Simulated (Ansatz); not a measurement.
Geometry optimisation, RHF/def2-SVP (Ansatz).

input.yaml

```yaml
crystal:
  periodic: [false, false, false]
  atoms:
    - { symbol: Ti, position_ang: [0.0, 0.0, 0.0] }
    - { symbol: O, position_ang: [0.0, 0.0, 2.27] }
    - { symbol: Si, position_ang: [-1.3147, -0.4067, 3.2336] }
    - { symbol: H, position_ang: [-2.239, -1.2403, 2.4704] }
    - { symbol: H, position_ang: [-0.8506, -1.1432, 4.4057] }
    - { symbol: H, position_ang: [-1.9987, 0.8095, 3.6633] }
    - { symbol: F, position_ang: [1.7257, 0.0, -0.6094] }
    - { symbol: F, position_ang: [-0.8619, 1.4933, -0.6094] }
    - { symbol: F, position_ang: [-0.8619, -1.4933, -0.6094] }
    - { symbol: H, position_ang: [1.0439, -1.5851, 0.6306] }
    - { symbol: H, position_ang: [0.7967, -1.2098, 1.6134] }
basis:
  gaussian: { orbitals: def2-SVP }
hamiltonian:
  xc: hf
relax:
  f_tol: 0.15
  max_steps: 25
  restrain:
    - { distance: [0, 9], at: 1.7, k: 30.0 }
    - { distance: [10, 1], at: 1.01, k: 30.0 }
    - { distance: [0, 1], at: 3.12, k: 30.0 }
    - { distance: [10, 9], at: 1.86, k: 30.0 }
output:
  orbitals: {}
```

Launched with:

```bash
$ ansatz run input.yaml --threads 4 --pin off --max-ram 5120MiB --backend cpu --events-out ev --progress --plain --runs-dir out
```

Task: Where does it end, and by what steps?

Result: The forces met the threshold. The restraints hold the end off the free minimum; the threshold counts their pulls, which the force column leaves out. Restrained pairs: Ti1–H10 (2.00 → 1.69 Å), O2–H11 (1.59 → 0.97 Å), Ti1–O2 (2.27 → 3.12 Å), H10–H11 (1.08 → 1.87 Å). After 8 steps the energy has fallen by 2.686 eV (the restraints' own energy left out); F9 moved furthest, 0.91 Å.

```csv
step,energy less start (eV),largest force component (eV/Å),accepted
0,0.0000,3.847,yes
1,0.7300,4.097,yes
2,0.1627,4.623,yes
3,-0.5563,1.788,yes
4,-1.4067,2.042,yes
5,-2.1166,1.295,yes
6,-2.4727,1.408,yes
7,-2.6431,1.213,yes
8,-2.6857,1.049,yes
```

```xyz
11
Properties=species:S:1:pos:R:3
Ti 0.263 -0.324 -0.545
O 0.062 -0.194 2.569
Si -1.352 -0.401 3.418
H -2.307 -1.220 2.631
H -1.093 -1.101 4.699
H -1.916 0.937 3.666
F 1.612 0.248 -1.452
F -0.719 0.994 -0.005
F -0.695 -1.396 -1.495
H 0.962 -1.357 0.589
H 0.624 -0.961 2.384
```

The run took 8.4 s on 4 threads of AMD EPYC 9B45 (Zen 5), with other jobs on the host, peak memory 0.34 GiB.
